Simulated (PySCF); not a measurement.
Finite-field polarisability of Fe (iron, neutral)

[Ar] 3d6 4s2, high-spin 5D determinant. All numbers are calculated (PySCF 2.14, scalar relativity by spin-free X2C-1e, in x2c-TZVPPall with one added diffuse shell each of s, p, d, f type (7s6p5d3f1g, 80 functions)). Frozen: [Ar]. Energy changes in a uniform field (μhartree):

| axis | F (au) | HF | MP2 | CCSD | CCSD(T) |
| --- | --- | --- | --- | --- | --- |
| x | 0.0016 | -103.523 | -58.819 | -79.025 | -77.303 |
| x | 0.0032 | -414.578 | -236.028 | -316.377 | -309.469 |
| z | 0.0015 | -94.527 | -43.459 | -71.696 | -70.344 |
| z | 0.003 | -378.432 | -176.027 | -287.043 | -281.601 |

By symmetry the remaining axis equals x.

Problem. Derive α along x at CCSD(T) from the two fields.

Solution. With ΔE = −αF²/2 − γF⁴/24, α = −(16 ΔE(F) − ΔE(2F))/(6F²) = 60.38 bohr³.

Problem. And the mean polarisability at each level?

Solution. The components xx, yy, zz at CCSD(T) are 60.38, 60.38, 62.51, the third axis being equal by symmetry to one of the two computed. Means: HF 81.90, MP2 43.42, CCSD 62.38, CCSD(T) 61.09 bohr³. Reference: 62 ± 4 bohr³ (recommended; Schwerdtfeger and Nagle, table of static dipole polarizabilities (2023 update)).
